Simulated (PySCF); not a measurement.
# Polarisability and C₆ of Te²⁺ (tellurium, charge +2)

[Kr] 4d10 5s2 5p2, high-spin 3P determinant. Calculation: PySCF 2.14, in x2c-QZVPPall with one added diffuse shell each of s, p, d, f type (14s10p8d5f1g, 128 functions); scalar relativity by spin-free X2C-1e. Coupled (time-dependent) response in atomic units; α is the mean over directions.

| method | mean α (bohr³) | α xx, yy, zz | C₆ (like pair) | S(−4) |
| --- | --- | --- | --- | --- |
| UHF | 15.51 | 15.57, 15.48, 15.48 | 105.3 | 58.51 |
| PBE | 14.89 | 14.61, 15.02, 15.02 | 100.1 | 52.39 |

S(−4) is the Cauchy moment in α(ω) = α(0) + S(−4) ω² + …

Spin-orbit coupling is absent.

α(iu) at UHF:

```tsv
u (hartree)	α(iu) (bohr³)
0	15.51
0.0500	15.36
0.100	14.95
0.200	13.53
0.300	11.74
0.500	8.460
0.750	5.743
1.00	4.165
1.50	2.582
2.00	1.829
3.00	1.103
5.00	0.5428
```

For an ion, C₆ is the dispersion term alone; charge-induced terms of lower order in 1/R come first.

The components differ because the open shell of this determinant is not spherical; for a pure term their mean is the scalar polarisability.
